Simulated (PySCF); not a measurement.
## CH7N3OSi2

CH7N3OSi2 is a molecule drawn to mimic a surface site (built as: Si site whose three back bonds go to NHSiH3, OH, NH2; end group C≡N), neutral, singlet. The structure, one conformer, was relaxed in the gas phase by PBE0-D3(BJ)/def2-SVP. No frequency run checks that it is a minimum.

SMILES: N#C[Si](N)(O)N[SiH3]

```xyz
14

Si   -0.473    0.727   -0.457
N    -0.613   -0.841    0.233
Si    0.611   -1.892    0.909
O    -1.985    1.345   -0.720
N     0.609    1.645    0.477
C     0.220    0.686   -2.188
N     0.697    0.631   -3.243
H    -1.497   -1.296    0.014
H     1.256   -2.787   -0.100
H     1.662   -1.033    1.527
H    -0.017   -2.753    1.956
H    -2.436    1.695    0.055
H     1.155    2.412    0.106
H     0.807    1.444    1.449
```
(Å; atoms numbered from 1)

Shieldings: GIAO PBE0/pcSseg-1. Shifts are against computed references at the same level: C TMS (σ 184.4 ppm), H TMS (σ 31.27 ppm), Si TMS (σ 352.0 ppm). Core levels by delta-SCF with SCAN, pcX-2 on the ionised atom and pcseg-1 elsewhere, spin-free X2C (2p3/2 is the spin-free 2p value less a third of a first-order spin-orbit splitting); from the vacuum level, for chosen atoms.

Problem. Give the shieldings and core levels atom by atom.

Solution. 
```csv
atoms,bonded to,σ (ppm),δ (ppm),core level (eV)
Si1,1 C + 2 N + 1 O,411.4,-59.4,2p3/2 108.33
N2,2 Si + 1 H,240.8,-,1s 404.68
Si3,1 N + 3 H,405.2,-53.2,-
O4,1 Si + 1 H,257.2,-,1s 538.86
N5,1 Si + 2 H,231.4,-,1s 405.25
C6,1 N + 1 Si,57.4,127.0,1s 291.45
N7,1 C,-88.3,-,-
H8,1 N,31.16,0.10,-
H9 H10 H11,1 Si,26.58,4.68,-
H12,1 O,29.51,1.76,-
H13,1 N,30.08,1.18,-
H14,1 N,30.18,1.09,-
```

Values are those of this one static structure, with the three H of a rotating XH3 group averaged; atoms that internal rotation interchanges would show their mean in an NMR spectrum.

The core-hole state of C6 is spin-contaminated (⟨S²⟩ 0.82 against 0.75 for a pure doublet), so that value and differences from it are less sure.

Problem. Which of N2, N5 holds its core electrons tightest, and by how much against the loosest?

Solution. N5 (bonded to 1 Si + 2 H), by 0.57 eV over N2 (bonded to 2 Si + 1 H).

Problem. By CAM-B3LYP/def2-SVPD (TDDFT singlets, Tamm-Dancoff triplets, ionisation by delta-SCF), where does absorption start, and what does vertical ionisation take?

Solution. The lowest singlet lies at 6.75 eV (f 0.005), the strongest of the first 6 at 7.07 eV (f 0.036), the lowest triplet at 5.82 eV; vertical ionisation takes 10.23 eV.
